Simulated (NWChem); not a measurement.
Polarisability of BeCl₂

```
Be
Cl 1 1.8144
Cl 1 1.8144 2 180.00
```
Charge 0, spin multiplicity 1.

The numbers come from NWChem runs, not from measurements. Structure: optimised with PBE/def2-SVP, a minimum by its harmonic frequencies.

Basis set: def2-SVPD. The field's frequency is 0.0428 Ha (1065 nm).

The correlated methods keep 11 core orbitals frozen. B3LYP has NWChem's definition, with VWN1-RPA local correlation. The structure started from a generated list of species. No row is a measurement; the coupled-cluster row has its own basis-set and correlation limits.

Q: For the isotropic polarisability, PBE gives 43.72 bohr³ and HF gives 38.10 bohr³. What do PBE0, CCSD linear response, B3LYP give?

A: PBE0: 41.56 bohr³; CCSD linear response: 41.49 bohr³; B3LYP: 42.20 bohr³.
